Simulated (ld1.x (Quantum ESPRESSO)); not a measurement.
Ti (Z = 22): TM pseudisation with LDA (PZ), scalar-relativistic reference atom.

```
Element                 : titanium (Ti)
Generator               : ld1.x (Quantum ESPRESSO) 7.5
Type                    : norm-conserving Troullier–Martins (Kleinman–Bylander form)
Functional              : LDA (PZ)
Relativity              : scalar-relativistic
Frozen core             : [Ne]
Valence charge          : 12
Reference configuration : 3s2 3p6 3d2 4s1.75 4p0 (charge +0.25)
Partial waves           : 3s (bound): rc 1.20 bohr; 3d (bound): rc 1.50 bohr; 3p (bound): rc 0.95 bohr
Local potential         : the p channel
Core correction         : Bessel-smoothed model core, default radius (core density twice the valence density)
```

Occupied shells without a wave of their own: 4s. They enter only through the test configuration that unscreens the potential, and ld1.x also counts them in the model core charge.

* Cutoffs needed: 100 Ry and 180 Ry (the cutoffs (Ry, on a coarse ladder) from which the occupation-weighted sum of valence levels, in a spherical-Bessel basis at the reference potential, stays within 10 and 1 mRy of its value at 400 Ry)
* Ghost test: no extra level below or beside the all-electron valence levels (s, d, p, f tested) (spherical-Bessel basis up to 400 Ry, 20 bohr box)
* Largest excitation error: -1242 meV (all-electron minus pseudo) for 3s2 3p6 3d1 4s0 4p0, out of 7 test configurations

ld1.x takes every shell without a wave as core, so the model core holds the 4s electrons as well and exchange and correlation see them twice. This cancels in the reference configuration, but the file is broken for other ones, and its errors say nothing about a proper core correction.
